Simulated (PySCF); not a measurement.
Compound: C₇H₁₀F (doublet state).
Geometry (GFN2-xTB, Å), atoms numbered from 1 in this order:
```xyz
18
C7H10F angstrom
C      1.783   -1.270    0.202
C      0.619   -0.428    0.068
C     -0.757   -1.081   -0.144
C     -1.646    0.177   -0.223
C     -0.550    1.223   -0.035
F     -0.954    2.530   -0.045
C      0.559    0.745   -0.970
C      0.264    0.670    1.132
H      2.754   -0.833    0.334
H      1.698   -2.338    0.176
H     -0.783   -1.668   -1.061
H     -1.023   -1.728    0.690
H     -2.150    0.287   -1.182
H     -2.391    0.227    0.570
H      0.288    0.485   -1.990
H      1.441    1.377   -0.952
H     -0.274    0.339    2.017
H      1.113    1.291    1.403
```

The hyperfine couplings belong to this conformer and change with its torsions.

The species is `[CH2][C@]12CC[C@](F)(C1)C2` [radical].

Method: UKS B3LYP, pcH-1 on C F H, non-relativistic, mean-field spin-orbit, GIAO (PySCF). Isolated species at its GFN2-xTB geometry (one conformer only). Couplings are sensitive to structure, and on GFN2-xTB geometries they can be far from those on DFT ones. No stability test was run, so a lower SCF solution isn't excluded.

The Mulliken spin populations are largest on C1 (+1.06), C2 (-0.11), C8 (+0.07) and C7 (+0.06). No atom but C1 exceeds +0.15. The positive populations add up to 1.21 and the negative ones to -0.21, together 2S = 1. The angles at C1 add up to 360.0°, so it is planar; its axial dipolar tensor and the negative couplings of its protons fit spin in a p orbital normal to that plane.

Q: McConnell's relation a(H) = Q·ρ ties the coupling of a proton on a planar π carbon to the spin population of that carbon. What Q do the computed values give?

A: 
```
  H   C    ρ(C)  a(H) (G)  a/ρ (G)
 H9  C1  +1.061    -21.64    -20.4
H10  C1  +1.061    -22.37    -21.1
```

These protons share one ρ (within 0.01), so their mean ratio, Q = -20.7 G, is no test of linearity. In McConnell's picture π spin on carbon polarises the C–H bond and leaves opposite spin at the proton, which makes Q negative, as found here.

Couplings in gauss use g_iso = 2.0026.
